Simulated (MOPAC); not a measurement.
MOPAC input (AM1):

```
AM1 1SCF CHARGE=1 GEO-OK AUX(PRECISION=9) THREADS=1
H5P2

P     1.05371992 1   -0.04559710 1    0.53336622 1
P    -0.95159722 1    0.07206098 1   -0.38132630 1
H     1.62055299 1    0.60298414 1   -0.59471627 1
H     1.23148554 1   -1.35161609 1    0.00682918 1
H    -1.85932400 1   -0.71480818 1    0.33747934 1
H    -1.44211500 1    1.38116975 1   -0.30757635 1
H    -1.08243994 1   -0.31468783 1   -1.72261470 1
```

From the last part of the output:

```
                                                       MOPAC v23.2.5 Linux

          FINAL HEAT OF FORMATION =        213.24283 KCAL/MOL =     892.20799 KJ/MOL

          COSMO AREA              =         94.05 SQUARE ANGSTROMS
          COSMO VOLUME            =         76.72 CUBIC ANGSTROMS

          IONIZATION POTENTIAL    =         15.880109 EV
          HOMO LUMO ENERGIES (EV) =        -15.880 -7.329
          NO. OF FILLED LEVELS    =          7
          MOLECULAR WEIGHT        =         66.9870         POINT GROUP:  Cs

          MOLECULAR DIMENSIONS (Angstroms)

            Atom       Atom       Distance
            H     6    H     4     3.83603
            H     5    H     3     3.56742
            H     7    P     1     2.55205

          SCF CALCULATIONS        =          1

   ATOM   CHEMICAL          X               Y               Z
  NUMBER   SYMBOL      (ANGSTROMS)     (ANGSTROMS)     (ANGSTROMS)

     1       P          1.05371992  *  -0.04559710  *   0.53336622  *
     2       P         -0.95159722  *   0.07206098  *  -0.38132630  *
     3       H          1.62055299  *   0.60298414  *  -0.59471627  *
     4       H          1.23148554  *  -1.35161609  *   0.00682918  *
     5       H         -1.85932400  *  -0.71480818  *   0.33747934  *
     6       H         -1.44211500  *   1.38116975  *  -0.30757635  *
     7       H         -1.08243994  *  -0.31468783  *  -1.72261470  *

                             CARTESIAN COORDINATES

   1    P        1.053719920    -0.045597100     0.533366220
   2    P       -0.951597220     0.072060980    -0.381326300
   3    H        1.620552990     0.602984140    -0.594716270
   4    H        1.231485540    -1.351616090     0.006829180
   5    H       -1.859324000    -0.714808180     0.337479340
   6    H       -1.442115000     1.381169750    -0.307576350
   7    H       -1.082439940    -0.314687830    -1.722614700

           Empirical Formula: H5 P2  =     7 atoms

      MOLECULAR POINT GROUP   :   Cs

                  EIGENVALUES
 -28.60191 -24.61656 -19.64168 -19.51313 -18.01727 -17.89669 -15.88011  -7.32917
  -4.82194  -4.18344  -4.01054  -3.88423  -3.77126

              NET ATOMIC CHARGES AND DIPOLE CONTRIBUTIONS

  ATOM NO.   TYPE          CHARGE      No. of ELECS.   s-Pop       p-Pop
    1          P           0.438591        4.5614     1.83067     2.73074
    2          P          -0.053494        5.0535     1.61038     3.44311
    3          H           0.027038        0.9730     0.97296
    4          H           0.027039        0.9730     0.97296
    5          H           0.189724        0.8103     0.81028
    6          H           0.189724        0.8103     0.81028
    7          H           0.181378        0.8186     0.81862
 DIPOLE           X         Y         Z       TOTAL
 POINT-CHG.    -1.233     0.091    -0.501     1.334
 HYBRID        -0.492    -0.542    -2.081     2.206
 SUM           -1.725    -0.451    -2.582     3.137

          ATOMIC ORBITAL ELECTRON POPULATIONS

     Atom    s        px        py        pz
    1  P   1.83067   0.62371   1.04280   1.06424
    2  P   1.61038   1.20351   1.12644   1.11317
    3  H   0.97296
    4  H   0.97296
    5  H   0.81028
    6  H   0.81028
    7  H   0.81862

 **********************
 *                    *
 * JOB ENDED NORMALLY *
 *                    *
 **********************

 == MOPAC DONE ==
```

The dipole moment of an ion depends on the origin.

The geometry given is a B3LYP-D3(BJ)/def2-TZVP minimum.
